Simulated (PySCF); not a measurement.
B3LYP has the VWN-RPA correlation part, as in Gaussian. Delta-SCF ions had no search for a lower state. Excitations are Tamm–Dancoff values on a coarser integration grid. The basis has no diffuse functions, so Rydberg states are missing or too high.

## C₃H₉BrO₃Si, SMILES `CO[Si](Br)(OC)OC` (charge 0, multiplicity 1)

All values below come from PySCF with B3LYP-D3(BJ)/def2-TZVP // B3LYP-D3(BJ)/def2-SVP.

```
Quantity                                                        Result
--------------------------------------  ------------------------------
HOMO                                                          -8.02 eV
dipole moment                                                   0.26 D
HOMO–LUMO gap                                                  8.49 eV
LUMO                                                           0.46 eV
S1 excitation (TDA)                                            7.42 eV
S1 oscillator strength                                           0.028
T1 excitation (TDA)                                            6.99 eV
S1–T1 gap (TDA)                                                0.43 eV
vertical ionisation energy (Delta-SCF)                        10.02 eV
total energy                                             -3209.4640 Ha
cost                                    around 15 core-minutes (rough)
```

```xyz
17

C     -0.7443     2.5846    -0.4215
O      0.1769     1.6019     0.0093
Si    -0.0128    -0.0203    -0.0756
Br    -0.3779    -0.6021    -2.2202
O     -1.2975    -0.4812     0.8255
C     -1.8183    -1.7903     0.9479
O      1.3403    -0.7703     0.4548
C      2.6333    -0.6818    -0.1111
H     -0.2946     3.5751    -0.2577
H     -0.9747     2.4748    -1.4957
H     -1.6870     2.5249     0.1488
H     -1.0791    -2.4729     1.4007
H     -2.1177    -2.1962    -0.0342
H     -2.7056    -1.7498     1.5970
H      2.6331    -1.0105    -1.1652
H      3.0193     0.3508    -0.0643
H      3.3066    -1.3367     0.4615
```
Charge 0, spin multiplicity 1.
